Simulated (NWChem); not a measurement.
Species: CH3FO3Si; SMILES O=C(O)[Si@H](O)F

```xyz
9

O      1.1065    -1.3793     0.6293
C      0.1071    -1.0414     0.0207
O     -0.8278    -1.9181    -0.3975
Si    -0.1984     0.8122    -0.3762
O      1.2802     1.4921    -0.1680
F     -1.2799     1.3404     0.6928
H     -0.5403    -2.8104    -0.1097
H     -0.7072     1.1009    -1.7279
H      1.8562     0.9582     0.4054
```
Atoms are numbered in this order, from 1.

Computed with NWChem. Pople sets run with spherical d functions. The geometry was optimised at B3LYP/6-31G* (spherical d). Level: B3LYP/6-31G* with SMD (1 M gas to 1 M solution), gas-phase geometry. Reactions with the solvent are ignored.

For solvent toluene:

```
Quantity                                     Result
-------------------------------------------  ------
solvation free energy (kcal/mol)               -3.8
cavity-dispersion-structure term (kcal/mol)    -1.2
dipole in solution (D)                         2.12
```

How do the values read with solvent water instead?

The solvation free energy (kcal/mol) comes out as -6.9 and the cavity-dispersion-structure term (kcal/mol) is 4.7. The dipole in solution (D) is 2.47.
